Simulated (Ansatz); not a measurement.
Molecule: sum formula HSiOF3, net charge 0, singlet state. 
Coordinates optimised at B3LYP-D3(BJ)/def2-TZVP (Ansatz, a quantum-chemistry and plane-wave program):
```
Si
F 1 1.5705
F 1 1.5778 2 108.73
F 1 1.5778 2 108.77 3 115.93
O 1 1.6083 2 107.63 3 -122.04
H 5 0.9599 1 121.09 2 -179.33
```

Parts of the frozen-core correlation energy in STO-3G (Ansatz, hartree). Frozen orbitals: 9; correlated occupied orbitals by spin: 16 and 16; virtual: 5 and 5. Spin-orbit coupling is left out. Non-relativistic.

| term | value |
|---|---|
| reference (HF) | -654.22581 |
| MP2 opposite-spin | -0.08535 |
| MP2 same-spin | [?] |
| CCSD correlation | [?] |
| (T) | [?] |
| T1 diagnostic | 0.010 |
| largest doubles amplitude | 0.034 |

### Question
Fill in the missing entries.

### Answer

- MP2 same-spin, value: -0.01888
- CCSD correlation, value: -0.12480
- (T), value: -0.00612
